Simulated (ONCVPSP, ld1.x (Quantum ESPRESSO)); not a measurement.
**Potentials for Fe (Z = 26) compared**

Generated with ld1.x 7.5 (TM, RRKJ, ultrasoft, PAW), atompaw 4.2 or ONCVPSP 4.0.1. The cutoff is in Ry: for ld1.x and atompaw files where the sum of valence levels is converged to 10 mRy in a Bessel basis, for ONCV files where the hardest occupied wave has 1 mHa per electron of residual kinetic energy. The error is the largest all-electron minus pseudo excitation energy over each file’s own four to seven test configurations (ionisations up to +4, promotions, holes and added fractions of an electron), all of which were solved. The labels leave out finer settings (local radius, basis sizes, second energies), which also bear on the numbers. Spin-polarised tests are not counted. The rows are a selection from randomly drawn settings: files with unsolved tests, undetermined cutoffs or missed reference levels are left out.

A true bound ghost makes a file unfit for plane-wave use even where its test errors are small: the radial tests pick states by their node count and pass the ghost by.

| potential | cutoff (Ry) | largest error (meV) | bound ghosts |
| --- | --- | --- | --- |
| ONCV, PBEsol, scalar-relativistic, rc 1.40/0.80/1.65 (spd), local smoothed, core correction no, reference 3s2 3p6 3d6.5 4s1.5, qcut 10.9/9.8/11, projectors 2/3/2 | 87 | +7.8 | p |
| ONCV, LDA (Perdew-Zunger), scalar-relativistic, rc 1.10/1.20/1.55 (spd), local smoothed, core correction yes, reference 3s2 3p6 3d6 4s2, qcut 12.3/13.5/9.9, projectors 2/2/2 | 104 | +31 | none |
| ONCV, LDA (Perdew-Wang 92), scalar-relativistic, rc 1.40/0.80/1.45 (spd), local smoothed, core correction yes, reference 3s2 3p6 3d6 4s1.5, qcut 10.9/8.6/12.9, projectors 2/2/1 | 277 | +1.1 | none |
| TM, PBE, scalar-relativistic, rc 2.15/3.35/1.25 (spd), local s, core correction no, reference 3d6 4s1.5 4p0.5 | 140 | -364 | none |

Fill in the row for Fe: ONCV, PBE, scalar-relativistic, rc 1.60/0.75/1.80 (spd), local smoothed, core correction yes, reference 3s2 3p6 3d6 4s1, qcut 7.8/12.9/7.3, projectors 2/1/2.

cutoff 128 Ry, largest error -835 meV, bound ghosts: none.

Fill in the row for Fe: ONCV, PBE, scalar-relativistic, rc 1.30/1.80/1.25 (spd), local smoothed, core correction no, reference 3s2 3p6 3d6 4s1 4p1, qcut 7.2/9.1/12.8, projectors 2/2/2.

cutoff 124 Ry, largest error +0.7 meV, bound ghosts: none.

Fill in the row for Fe: ONCV, PBEsol, fully relativistic, rc 1.50/0.95/1.65 (spd), local smoothed, core correction no, reference 3s2 3p6 3d6 4s2, qcut 7.5/7.2/10.1, projectors 2/1/2.

cutoff 83 Ry, largest error +36 meV, bound ghosts: none.
